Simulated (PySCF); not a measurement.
## Two-component Hartree-Fock for Ho⁴¹⁺ (holmium, charge +41)

Start: [Ar] 3d8; 3d3/2 filled at m_j = -3/2, -1/2, +1/2, +3/2; 3d5/2 filled at m_j = -1/2, +1/2, +3/2, +5/2. Calculated with PySCF 2.14 in an even-tempered Gaussian basis (16 s from 8.9 bohr⁻², ratio 2.8; 12 p from 12 bohr⁻², ratio 2.8; 8 d from 12 bohr⁻², ratio 2.8; 3 f from 43 bohr⁻², ratio 3): generalised Hartree-Fock with the X2C-1e Hamiltonian and a Gaussian nucleus; one run each with spin-orbit coupling (SO) switched off, then screened by Boettger's factors.

| spinor shell | electrons | ε, spin-free (eV) | ε, screened SO (eV) | weight of nominal j (screened SO) | rms radius, screened SO (bohr) |
| --- | --- | --- | --- | --- | --- |
| 1s1/2 | 2 | -57946.0 | -57933.0 | 1.000 | 0.0236 |
| 2s1/2 | 2 | -11468.7 | -11464.0 | 1.000 | 0.0950 |
| 2p1/2 | 2 | -10392.2 | -11005.4 | 1.000 | 0.0811 |
| 2p3/2 | 4 | -10392.2 | -10131.7 | 1.000 | 0.0876 |
| 3s1/2 | 2 | -3999.0 | -3997.6 | 1.000 | 0.238 |
| 3p1/2 | 2 | -3659.9 | -3804.9 | 0.999 | 0.229 |
| 3p3/2 | 4 | -3659.9 | -3597.3 | 1.000 | 0.242 |
| 3d3/2 | 4 | -3267.8 | -3292.5 | 0.989 | 0.212 |
| 3d5/2 | 4 | -3267.8 | -3248.9 | 0.993 | 0.215 |

| quantity | spin-free | screened SO |
| --- | --- | --- |
| E (hartree) | -11432.95235 | -11443.66635 |
| M_J | 4 | 4 |
| ⟨J²⟩ | 20.000 | 20.000 |
| ⟨L²⟩ | 12.000 | 12.932 |
| ⟨S²⟩ | 2.000 | 1.815 |

Each row is a mean over spinors that exchange with the open shell spreads, by up to 35.091 eV (3p3/2).

Breit and QED terms are absent; they matter most for the inner s and p1/2 levels.

Densities and radii are taken from the X2C orbitals without a picture-change correction, which distorts them close to the nucleus.

Without spin-orbit coupling the j labels of p, d and f shells carry no meaning; the spin-free column gives the mean over the occupied spinors of each nl shell.
